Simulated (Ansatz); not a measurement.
Ta₂O₆H₂, relaxed as a singlet with RKS PBE-D4/def2-SVP in Ansatz, starting from the GFN2-xTB geometry. Force threshold 0.02 eV/Å.

In the def2 sets Ta takes a core potential; there is no spin–orbit coupling. The structure holds one bond between oxygen atoms, so isomers without such links may lie far lower. The relaxation made no stability test and no search for a lower SCF solution. The structure comes from a short search, and lower isomers may exist.

Start:

```xyz
10

Ta    1.5125   -1.0798    0.3239
Ta   -1.1113    1.4387   -0.4862
O    -2.1173    2.3496   -1.5241
O     0.8598    1.7557   -0.6066
O     1.4861    0.6186   -0.1363
O     1.4875   -2.8083    0.7708
O    -0.8466   -0.5401   -0.8034
O    -1.0177   -0.3111    0.5790
H    -1.6310    2.3103    0.8712
H     1.3779   -3.7336    1.0118
```

(1) Estimate the energy that the relaxation releases and the steps that it takes.

(2) Does the start keep its bonding?

(3) Predict the relaxed structure.

## Answers

(1) 8.98 eV, in 30 steps; 64 s on 4 threads of Arm Neoverse V1 on a shared host. No frequencies were taken in this run, so the end may be a saddle point.

(2) Bonds lost: Ta2–O5, Ta2–O8, O7–O8 (atoms count from 1). Bonds formed: Ta1–O4 (atoms count from 1).

(3) 
```xyz
10

Ta    0.561   -0.765    0.553
Ta   -1.165    1.462   -0.617
O    -1.277    1.481   -2.349
O     0.663    1.515    0.176
O     1.793    0.650   -0.184
O     1.105   -2.458   -0.135
O    -1.316   -0.338   -0.014
O     0.658   -0.827    2.285
H    -2.430    2.573    0.023
H     1.409   -3.293    0.262
```
Bond lengths (bridged metal pairs left out): 8 × O–Ta 1.74 to 2.31 Å; 1 × O–O 1.47 Å; 1 × H–Ta 1.80 Å; 1 × H–O 0.97 Å.
